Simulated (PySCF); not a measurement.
Tb²⁺: excitation energy

Tb²⁺ [Xe] 4f9 (high-spin determinant) → Tb²⁺ [Xe] 4f8 5d1 (high-spin determinant), as a difference of total energies. All numbers are calculated (PySCF 2.14, the spin-free X2C one-electron Hamiltonian (Gaussian nucleus), in ANO-RCC-VTZP (8s7p5d3f2g1h, 104 functions)). Correlated levels: valence: [Kr] 4d10 frozen; valence and next inner shell: [Ar] 3d10 frozen. The calculations carry no spin-orbit coupling.

| method | excitation energy (eV) |
| --- | --- |
| UHF | -2.215 |
| LDA | 2.759 |
| PBE | 2.611 |
| PBE0 | 1.524 |
| r2SCAN | 1.889 |
| MP2 (valence) | 1.136 |
| SCS-MP2 (valence) | 1.130 |
| MP2 (valence and next inner shell) | 1.608 |
| SCS-MP2 (valence and next inner shell) | 1.379 |

Q: How much does correlation contribute at MP2 (valence and next inner shell)?

A: 1.608 − (-2.215) = 3.823 eV, measured against UHF.

A first-order spin-orbit estimate (lowest level to lowest level, LS coupling) adds 0.358 eV.

The determinant of the upper state and of the lower state mixes LS terms, which raises its energy above the lowest term, most at the Hartree-Fock and MP2 levels.
